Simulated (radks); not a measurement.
The lead ion Pb62+, configuration [Ar] 3d2 (the NIST ground configuration). Method: scalar-relativistic Kohn-Sham, PBE, spin-unpolarised, spherical densities, point nucleus; computed with a radial shooting solver on a logarithmic mesh with Libxc functionals.

Unscreened Slater integrals over Kohn-Sham orbitals (eV).

integral    value
F0(3d,3d)  167.90
F2(3d,3d)  86.999
F4(3d,3d)  56.334
F0(3d,3p)  155.57
F2(3d,3p)  74.570
G1(3d,3p)  78.681
G3(3d,3p)  52.988
F0(3d,3s)  155.21
G2(3d,3s)  62.195
F0(3d,2p)  212.02
F2(3d,2p)  64.993
G1(3d,2p)  61.579
G3(3d,2p)  35.490
F0(3p,3p)  148.58
F2(3p,3p)  74.132
F0(3p,3s)  147.99
G1(3p,3s)  96.220
F0(3p,2p)  196.96
F2(3p,2p)  50.545
G0(3p,2p)  20.352
G2(3p,2p)  22.488
F0(3s,3s)  147.77
F0(3s,2p)  193.19
G1(3s,2p)  20.228
F0(2p,2p)  407.16
F2(2p,2p)  192.03

Derived for the open shells (J is the average intra-shell exchange parameter used in DFT+U). 3d: Racah B = F2/49 - 5 F4/441 = 1.137 eV, C = 35 F4/441 = 4.471 eV, C/B = 3.93, F4/F2 = 0.648, J = (F2 + F4)/14 = 10.24 eV.
